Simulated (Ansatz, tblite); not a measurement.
Cost and result up the ladder for `C[Si](C)(C)C#Cc1ccc(-c2ccc(-c3ccc(C#C[Si](C)(C)C)s3)s2)s1` (51 atoms). Total charge 0; singlet. Geometry: PBE-D4/def2-SVP.

Cartesian coordinates in Å:
```
C 9.8828 0.2626 2.0512
Si 8.8378 0.8265 3.5220
C 8.9367 -0.4392 4.9230
C 9.4008 2.5271 4.1259
C 7.0783 0.9710 2.9750
C 5.8978 1.0874 2.6183
C 4.5574 1.2276 2.2182
C 3.6818 2.2960 2.4412
C 2.3978 2.0923 1.8907
C 2.2579 0.8657 1.2326
C 1.1005 0.3305 0.5608
C 0.9455 -0.8875 -0.1059
C -0.3459 -1.0733 -0.6493
C -1.2108 -0.0022 -0.4119
C -2.5866 0.1687 -0.8061
C -3.4425 1.2452 -0.5499
C -4.7365 1.0803 -1.0898
C -4.9029 -0.1290 -1.7736
C -6.0446 -0.6212 -2.4299
C -7.0537 -1.0493 -3.0068
Si -8.5759 -1.6573 -3.8608
C -8.1304 -3.2154 -4.8333
C -9.1886 -0.2985 -5.0239
C -9.8871 -2.0427 -2.5542
S -3.4127 -1.0632 -1.7339
S -0.3915 1.2486 0.5030
S 3.7517 -0.0420 1.3051
H 10.9486 0.1657 2.3460
H 9.5400 -0.7219 1.6735
H 9.8203 0.9897 1.2165
H 8.5821 -1.4343 4.5860
H 9.9833 -0.5482 5.2765
H 8.3121 -0.1280 5.7846
H 10.4560 2.4896 4.4681
H 9.3278 3.2808 3.3159
H 8.7763 2.8743 4.9738
H 3.9893 3.1931 2.9937
H 1.5770 2.8195 1.9637
H 1.7587 -1.6216 -0.1921
H -0.6538 -1.9690 -1.2066
H -3.1241 2.1293 0.0201
H -5.5497 1.8116 -0.9971
H -9.0227 -3.6111 -5.3617
H -7.7490 -4.0097 -4.1603
H -7.3484 -3.0027 -5.5900
H -9.4245 0.6281 -4.4623
H -10.1085 -0.6236 -5.5533
H -8.4214 -0.0507 -5.7850
H -10.8201 -2.4064 -3.0332
H -10.1345 -1.1389 -1.9614
H -9.5319 -2.8243 -1.8527
```

Ansatz on 2 threads of AMD EPYC 7R13 on a shared host and a share (18 GiB) of an NVIDIA H100 80GB HBM3; xTB runs through tblite on one thread. Times are rough, summed over both states, and most runs start from the orbitals of an earlier one. PBE0-D4/def2-TZVP serves as the yardstick here, not as an exact answer. The other state is a doublet.

The xTB rows come from tblite. Single mean-field runs in def2-TZVP are fitted with def2-universal-jkfit.

Raw xTB energies of ions are shifted by several eV.

```
                          level  functions  wall time  vertical IE (eV)  difference from PBE0-D4/def2-TZVP (eV)
                       GFN2-xTB        157     0.35 s             11.22                                    4.65
                       GFN1-xTB        181     0.49 s             11.99                                    5.42
               PBE-D4/def2-TZVP       1011       31 s              6.35                                   -0.22
PBE0-D4/def2-TZVP (with forces)       1011       35 s              6.57                                    0.00
```
